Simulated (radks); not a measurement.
The numbers below are computed, except where a source is named.
Spherical quantum dot in the effective-mass picture: electrons in a well V = -V0 / (1 + exp((r - R)/a)) with V0 = 7.18, R = 3.85, a = 0.4, all in effective atomic units (hartree* = m*/eps^2 hartree, bohr* = eps/m* bohr), one dielectric constant everywhere. Level of theory: non-relativistic Kohn-Sham, LDA (Slater exchange, Perdew-Wang correlation), spin-polarised, spherical densities (a radial shooting solver with Libxc functionals). Levels are named by radial order and angular momentum (1s, 1p, 1d, 2s, ...), and open shells are averaged over m.

N = 13, configuration 1s2 1p6 1d(up 5, down 0). This is the lowest configuration that the search found. Occupied and some empty levels:

level    occupation  eigenvalue (hartree*)  <r> (bohr*)
1s up             1                -2.1605        2.286
1s down           1                -2.0869        2.261
1p up             3                -1.9193        2.493
1p down           3                -1.8392        2.486
1d up             5                -1.5541        2.658
1d down           0                -1.4715        2.659
2s up             0                -1.0967        1.969
1f up             0                -1.0905        2.798
2s down           0                -1.0542        1.974
1f down           0                -1.0083        2.804
2p up             0               -0.55437        2.308
2p down           0               -0.50302        2.306

Energy (hartree*): total -52.2247, kinetic 8.4124, external -86.252, Hartree 30.410, exchange-correlation -4.7954.
